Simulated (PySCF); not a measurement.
All numbers come from PySCF, B3LYP, basis Ga def2-SVPD, Se def2-SVPD (no relativity, density fitting). Open shells, if any, are unrestricted.

**Question.** What shape and geometry does isolated singlet GaSe₂⁻ take (every ligand bound to Ga)?

**Answer.** Counting electrons, gallium keeps none of its valence electrons outside its bonds, so the VSEPR class is AX2 and the expected shape is linear (D∞h), as computed. The lowest minimum found is a singlet of D∞h symmetry with Ga–Se 2.217 Å (×2); Se–Ga–Se 180.0°. Its harmonic wavenumbers are 99 (πu), 236 (σg+), 423 (σu+) cm⁻¹ and its dipole moment is 0.00 D about the centre of mass.

Other isomers or separated fragments may lie lower. The lowest empty level of this anion is unbound, so it and the gap depend on the basis.
